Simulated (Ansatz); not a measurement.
Basis-set extrapolation for Cl$_{3}$Si, SMILES `Cl[Si](Cl)Cl` radical (PBE0-D4/def2-TZVP geometry, frozen core, Ansatz 0.2.0). Multiplicity 2, UHF reference.

|  | def2-TZVPP | def2-QZVPP |
| --- | --- | --- |
| HF | -1667.602972 | -1667.650197 |
| MP2 correlation | -0.655010 | -0.723122 |
| CCSD(T) correlation | -0.735959 | not run |

Energies in hartree. Use E(X) = E(∞) + A·exp(−7.88·√X) for Hartree–Fock and E(X) = E(∞) + B·X^(−2.97) for correlation, with X = 3 and 4, and add CCSD(T) minus MP2 of the smaller set to the MP2 limit.

Q: What is the CCSD(T) energy at the basis-set limit?

A: HF limit: -1667.650197 + (-0.047225) × 0.13774 = -1667.65670. MP2 limit: -0.723122 + (-0.068112) × 0.74074 = -0.77358. Higher-order term: -0.735959 − (-0.655010) = -0.08095. Total: -1668.51123 hartree, 452.4 kJ/mol below CCSD(T)/def2-TZVPP.
